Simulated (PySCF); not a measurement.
Molecule: SMILES [SiH2]1[SiH2][SiH2][SiH2][SiH2]1, H10Si5.

Bonds (- single, = double, # triple, : aromatic): Si1-Si2, Si2-Si3, Si3-Si4, Si4-Si5, Si5-Si1. Si1 carries H6, H7; Si2 carries H8, H9; Si3 carries H10, H11; Si4 carries H12, H13; Si5 carries H14, H15.

Frames of a GFN2-xTB Langevin trajectory at 600 K; GIAO PBE0/pcSseg-1 shieldings in PySCF, gas phase, non-relativistic; equivalent atoms averaged within each frame.

Scale: ²⁹Si (349.16 ppm) and ¹H (31.72 ppm) against TMS (reference shieldings calculated alike). The references are static minima.

Question: How do the shifts (ppm) fluctuate along the trajectory?

Answer: 
| time (fs) | Si1/Si2/Si3/Si4/Si5 | H6/H7/H8/H9/H10/H11/H12/H13/H14/H15 |
| --- | --- | --- |
| optimised geometry | -119.1 | 3.51 |
| 250 | -137.2 | 4.20 |
| 425 | -119.6 | 3.69 |
| 625 | -111.6 | 4.40 |
| 800 | -128.1 | 3.62 |
| 1000 | -118.6 | 4.50 |
| mean of frames | -123.0 | 4.08 |
| standard deviation | 9.9 | 0.40 |

5 frames give an uncertainty of the mean of about the standard deviation over 2.2 at best, since frames this close in time may not be independent; classical motion lacks zero-point vibration, and the reference would need the same averaging.
